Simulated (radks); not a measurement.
The lanthanum ion La2+ inside a hard spherical wall (all orbitals vanish at R), configuration held at [Xe] 5d1 and not refilled when levels cross. All-electron calculation, scalar-relativistic Kohn-Sham, PBEsol, spin-polarised, spherical densities, point nucleus; open shells are filled with parallel spins first (spin-orbit coupling, left out, can overturn this in heavy ions). Program: a radial shooting solver on a logarithmic mesh with Libxc functionals. Eigenvalues in eV for spin up, with the zero of energy where the potential of the charges vanishes at infinity; a dash marks a level that is unbound or too diffuse for the functional's potential to be trusted. A positive occupied level is held by the wall or, in an anion where self-interaction has pushed it up, behind a barrier. The pressure on the wall is -dE/dV.

R (bohr),E (hartree),kinetic (hartree),e(4d),e(5s),e(5p),"e(4f, empty)",e(5d),"e(6s, empty)",pressure (GPa)
free,-8489.3920,8979.568,-116.50,-51.719,-35.159,-17.088,-14.991,-13.651,0
20,-8489.3920,8979.568,-116.50,-51.719,-35.159,-17.088,-14.991,-13.651,< 0.0001
7,-8489.3908,8979.579,-116.43,-51.662,-35.106,-17.027,-14.918,-13.334,0.0916
3.5,-8488.9331,8982.430,-110.97,-47.468,-30.595,-11.868,-6.869,10.048,182
3,-8488.0554,8987.063,-105.02,-42.561,-24.752,-6.167,2.198,33.383,764
2.5,-8485.2547,8999.642,-93.050,-30.442,-10.014,5.849,23.233,84.358,3600
2,-8475.4716,9037.323,-68.480,4.555,31.716,32.474,77.265,206.49,20800
